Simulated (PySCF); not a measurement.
PySCF input file for CH₄S₂Se, SMILES CS[Se]S, PBE0-D3(BJ)/def2-SVP. Geometry optimised at PBE0-D3(BJ)/def2-SVP. The structure was generated by enumeration, and PubChem lists no compound with its InChIKey, so it may never have been made. The values are those of a single conformer.

```python
import numpy as np
from pyscf import gto, scf, dft, df
from pyscf.hessian import thermo

mol = gto.M(
    atom='''
    Se    0.03443379    0.11851632    0.85176702
    S     0.37185775    1.96229608   -0.33083568
    H     1.72403254    1.96791379   -0.26389316
    S     0.25442346   -1.50853287   -0.59913088
    C    -1.33232987   -1.47026109   -1.47101127
    H    -2.17130793   -1.64107053   -0.78310965
    H    -1.29486373   -2.28293021   -2.21235191
    H    -1.45512964   -0.51211261   -1.99519112
    ''',
    basis='def2-SVP',
    charge=0,
    spin=0,
    max_memory=1600,
    verbose=3,
)
mf = dft.RKS(mol, xc='pbe0').density_fit(auxbasis='def2-universal-jkfit')
mf.disp = 'd3bj'
mf.grids.level = 3
mf.conv_tol = 1e-11
mf.max_cycle = 100
mf.kernel()

# [left out here: the lines that compute and print the analytic Hessian (its translational invariance restored by hand, since the grid's response is missing), thermochemistry and intensities]
```

Log of the run:

```
converged SCF energy = -3237.29035882232

WARN: DFTD3 does not support analytical Hessian, using finite difference


WARN: Mole.unit (angstrom) is changed to Bohr

Mode                                 0                   1                   2
Irrep
Freq [cm^-1]                       70.2950            148.2415            182.7629
Reduced mass [au]                   4.1085              1.9127              1.8786
Force const [Dyne/A]                0.0120              0.0248              0.0370
Char temp [K]                     101.1389            213.2865            262.9552
Normal mode                   x     y     z       x     y     z       x     y     z
       0  Se                -0.02  0.00 -0.03   -0.02 -0.00  0.03   -0.02 -0.01  0.02
       1   S                 0.06  0.04  0.05    0.02 -0.06 -0.05    0.01 -0.05 -0.03
       2   H                 0.06  0.03  0.15    0.02 -0.11 -0.06    0.00 -0.02  0.07
       3   S                 0.01  0.02 -0.03    0.03  0.06 -0.04    0.05  0.06 -0.04
       4   C                -0.05 -0.15  0.07   -0.01  0.01  0.04   -0.01  0.04  0.06
       5   H                 0.01 -0.19  0.14    0.05 -0.39  0.02    0.03  0.42  0.20
       6   H                -0.03 -0.19  0.12    0.13  0.26 -0.23   -0.23 -0.22  0.33
       7   H                -0.17 -0.19  0.03   -0.23  0.15  0.35    0.11 -0.11 -0.24
Mode                                 3                   4                   5
Irrep
Freq [cm^-1]                      219.2490            321.9724            373.4695
Reduced mass [au]                   3.1951              1.1588             16.9075
Force const [Dyne/A]                0.0905              0.0708              1.3894
Char temp [K]                     315.4505            463.2466            537.3395
Normal mode                   x     y     z       x     y     z       x     y     z
       0  Se                 0.02  0.01  0.04    0.01  0.01  0.01   -0.00 -0.06  0.01
       1   S                 0.00 -0.02 -0.01   -0.01 -0.04 -0.02    0.02  0.10 -0.07
       2   H                 0.01 -0.13 -0.20   -0.05  0.51  0.76    0.01  0.13  0.11
       3   S                -0.05  0.05 -0.03   -0.02 -0.01 -0.01   -0.02  0.06  0.05
       4   C                -0.00 -0.11 -0.12   -0.01 -0.01 -0.03    0.01 -0.00 -0.00
       5   H                -0.05 -0.07 -0.17   -0.03 -0.06 -0.05   -0.01 -0.02 -0.03
       6   H                 0.12 -0.23  0.01    0.03 -0.00 -0.04    0.07 -0.01  0.01
       7   H                -0.02 -0.20 -0.28   -0.04 -0.01 -0.02    0.00 -0.01 -0.01
Mode                                 6                   7                   8
Irrep
Freq [cm^-1]                      407.4521            723.1107            810.1691
Reduced mass [au]                  21.8734              5.3847              1.0438
Force const [Dyne/A]                2.1395              1.6589              0.4037
Char temp [K]                     586.2329           1040.3953           1165.6530
Normal mode                   x     y     z       x     y     z       x     y     z
       0  Se                 0.01 -0.01 -0.05   -0.00  0.00  0.00   -0.01 -0.00  0.00
       1   S                -0.01 -0.07  0.04    0.00  0.00 -0.00    0.02 -0.02  0.01
       2   H                -0.01 -0.02  0.04   -0.00 -0.00  0.01    0.06  0.81 -0.54
       3   S                -0.03  0.09  0.08   -0.08 -0.00 -0.05    0.00  0.00 -0.00
       4   C                 0.02  0.00  0.01    0.18  0.01  0.12   -0.00  0.00  0.00
       5   H                -0.01 -0.03 -0.04    0.12 -0.04  0.03    0.01 -0.01  0.01
       6   H                 0.11 -0.01  0.03    0.27 -0.01  0.15    0.01 -0.01  0.02
       7   H                -0.01 -0.02 -0.02    0.12 -0.04  0.03   -0.03 -0.01 -0.01
Mode                                 9                  10                  11
Irrep
Freq [cm^-1]                      961.9937            964.1612           1320.9810
Reduced mass [au]                   1.2416              1.2350              1.1625
Force const [Dyne/A]                0.6770              0.6764              1.1952
Char temp [K]                    1384.0947           1387.2133           1900.5976
Normal mode                   x     y     z       x     y     z       x     y     z
       0  Se                 0.00  0.00  0.00    0.00  0.00  0.00   -0.00  0.00  0.00
       1   S                 0.00 -0.00  0.00   -0.00 -0.00 -0.00    0.00 -0.00  0.00
       2   H                 0.00  0.04 -0.01   -0.00  0.01  0.01   -0.00  0.00  0.00
       3   S                -0.01  0.03 -0.01   -0.03  0.00  0.01   -0.00 -0.00 -0.00
       4   C                 0.02 -0.12  0.02    0.08 -0.01 -0.09   -0.09 -0.00 -0.06
       5   H                -0.12  0.27 -0.06    0.52  0.01  0.45    0.31  0.02  0.41
       6   H                -0.36  0.16 -0.30   -0.45 -0.05 -0.07    0.51 -0.15  0.15
       7   H                 0.57  0.12  0.34   -0.30  0.06  0.13    0.43  0.20  0.22
Mode                                12                  13                  14
Irrep
Freq [cm^-1]                     1430.5946           1448.9874           2686.0013
Reduced mass [au]                   1.0492              1.0520              1.0393
Force const [Dyne/A]                1.2651              1.3014              4.4179
Char temp [K]                    2058.3071           2084.7703           3864.5579
Normal mode                   x     y     z       x     y     z       x     y     z
       0  Se                -0.00 -0.00  0.00   -0.00  0.00 -0.00    0.00 -0.00  0.00
       1   S                 0.00 -0.00 -0.00    0.00  0.00 -0.00   -0.03  0.00 -0.00
       2   H                 0.00  0.00 -0.00   -0.00 -0.00  0.00    0.98 -0.01  0.06
       3   S                -0.00 -0.00  0.00    0.00 -0.00 -0.00    0.00  0.00  0.00
       4   C                -0.02 -0.05  0.03    0.03 -0.04 -0.04   -0.00 -0.00  0.00
       5   H                 0.09  0.46  0.28   -0.20  0.52 -0.16   -0.00  0.00  0.00
       6   H                 0.34  0.41 -0.45    0.22 -0.20  0.18    0.00  0.00  0.00
       7   H                -0.20 -0.22 -0.28   -0.45  0.20  0.50   -0.00  0.00  0.00
Mode                                15                  16                  17
Irrep
Freq [cm^-1]                     3060.3162           3176.3898           3190.6624
Reduced mass [au]                   1.0303              1.1063              1.1101
Force const [Dyne/A]                5.6853              6.5764              6.6588
Char temp [K]                    4403.1137           4570.1177           4590.6528
Normal mode                   x     y     z       x     y     z       x     y     z
       0  Se                 0.00  0.00  0.00    0.00 -0.00 -0.00    0.00 -0.00 -0.00
       1   S                -0.00 -0.00 -0.00   -0.00 -0.00 -0.00   -0.00  0.00  0.00
       2   H                -0.00 -0.00  0.00    0.00 -0.00  0.00    0.00  0.00  0.00
       3   S                 0.00 -0.00 -0.00    0.00  0.00  0.00    0.00  0.00 -0.00
       4   C                -0.04 -0.00 -0.03   -0.02  0.08  0.03   -0.04 -0.04  0.07
       5   H                 0.40  0.09 -0.35    0.17  0.05 -0.14    0.57  0.12 -0.49
       6   H                -0.03  0.45  0.40    0.03 -0.54 -0.49    0.00 -0.14 -0.11
       7   H                 0.05 -0.50  0.26    0.05 -0.49  0.27   -0.06  0.47 -0.24
temperature 298.1500 [K]
pressure 101325.00 [Pa]
Rotational constants [GHz] 4.27599 1.74090 1.42506
Symmetry number 1
Zero-point energy (ZPE) 0.04897 [Eh]   128579.478 [J/mol]
                           tot       elec      trans        rot        vib
Entropy [J/mol/K]       351.739      0.000    171.974    116.344     63.420
Cv [J/mol/K]             86.626      0.000     12.472     12.472     61.683
Cp [J/mol/K]             94.940      0.000     20.786     12.472     61.683
Internal energy [J/mol]                      3718.434   3718.434 138760.233
Internal energy [Eh]   -3237.23468  -3237.29036
Enthalpy [J/mol]                             6197.391   3718.434 138760.233
Enthalpy [Eh]          -3237.23373
Gibbs free energy [J/mol]                  -45076.696 -30969.626 119851.413
Gibbs free energy [Eh] -3237.27367
mode   freq/cm-1   IR/(km/mol)
   1       70.29         2.155
   2      148.24         0.536
   3      182.76         2.530
   4      219.25         2.174
   5      321.97        25.988
   6      373.47        18.611
   7      407.45         0.981
   8      723.11         1.600
   9      810.17         1.798
  10      961.99         6.223
  11      964.16         4.893
  12     1320.98         3.291
  13     1430.59        13.117
  14     1448.99        11.824
  15     2686.00         0.306
  16     3060.32        12.047
  17     3176.39         0.701
  18     3190.66         1.627
max |gradient| / (hartree/bohr): 5.487747085390404e-05
APT charges: [ 0.3029 -0.2343  0.036  -0.1663 -0.0051  0.0154  0.031   0.0205]
```

The run converged.
